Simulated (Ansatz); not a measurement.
Relaxation of BrClH₃MgN (7 atoms, charge 0, multiplicity 1), to a largest force component of 0.03 eV/Å in at most 50 steps.

The calculation used Ansatz, RKS PBE0-D4/def2-SVP.

```xyz
7
Properties=species:S:1:pos:R:3
Mg -1.119 0.204 -0.879
Br 0.908 -2.539 1.026
Cl -2.764 -0.674 -2.028
H 1.032 -1.063 0.928
N 0.430 1.039 0.194
H 0.265 1.599 1.025
H 1.247 1.433 -0.266
```

Problem. Where does it end, and by what steps?

Solution. It converged. After 15 steps the energy has fallen by 2.777 eV; H4 moved furthest, 1.41 Å. Parted: Br2–H4 (1.48 → 3.34 Å). Joined: Mg1–Br2 (3.91 → 2.39 Å), H4–N5 (2.31 → 1.02 Å).

```json
{"step": "0", "energy less start (eV)": "0.0000", "largest force component (eV/Å)": "1.422", "accepted": "yes"}
{"step": "1", "energy less start (eV)": "-0.2954", "largest force component (eV/Å)": "0.659", "accepted": "yes"}
{"step": "2", "energy less start (eV)": "-0.4800", "largest force component (eV/Å)": "1.352", "accepted": "yes"}
{"step": "3", "energy less start (eV)": "-0.7529", "largest force component (eV/Å)": "2.165", "accepted": "yes"}
{"step": "4", "energy less start (eV)": "-1.2926", "largest force component (eV/Å)": "2.761", "accepted": "yes"}
{"step": "5", "energy less start (eV)": "-1.9595", "largest force component (eV/Å)": "2.292", "accepted": "yes"}
{"step": "6", "energy less start (eV)": "-2.4403", "largest force component (eV/Å)": "0.872", "accepted": "yes"}
{"step": "7", "energy less start (eV)": "-2.6208", "largest force component (eV/Å)": "0.396", "accepted": "yes"}
{"step": "8", "energy less start (eV)": "-2.7043", "largest force component (eV/Å)": "0.425", "accepted": "yes"}
{"step": "9", "energy less start (eV)": "-2.7157", "largest force component (eV/Å)": "0.381", "accepted": "yes"}
{"step": "10", "energy less start (eV)": "-2.7184", "largest force component (eV/Å)": "0.372", "accepted": "yes"}
{"step": "11", "energy less start (eV)": "-2.7504", "largest force component (eV/Å)": "0.127", "accepted": "yes"}
{"step": "12", "energy less start (eV)": "-2.7695", "largest force component (eV/Å)": "0.175", "accepted": "yes"}
{"step": "13", "energy less start (eV)": "-2.7752", "largest force component (eV/Å)": "0.128", "accepted": "yes"}
{"step": "14", "energy less start (eV)": "-2.7767", "largest force component (eV/Å)": "0.046", "accepted": "yes"}
{"step": "15", "energy less start (eV)": "-2.7770", "largest force component (eV/Å)": "0.013", "accepted": "yes"}
```

```xyz
7
Properties=species:S:1:pos:R:3
Mg -0.712 -0.898 -0.457
Br 0.287 -2.844 0.495
Cl -2.253 0.081 -1.730
H 1.238 0.334 0.927
N 0.505 0.703 0.318
H -0.030 1.381 0.864
H 0.965 1.244 -0.417
```

Whether the end is a true minimum wasn't checked by a vibrational analysis.

The run took 17 s on 2 threads of AMD EPYC 9R45 (Zen 5), with other jobs on the host, peak memory 0.24 GiB.
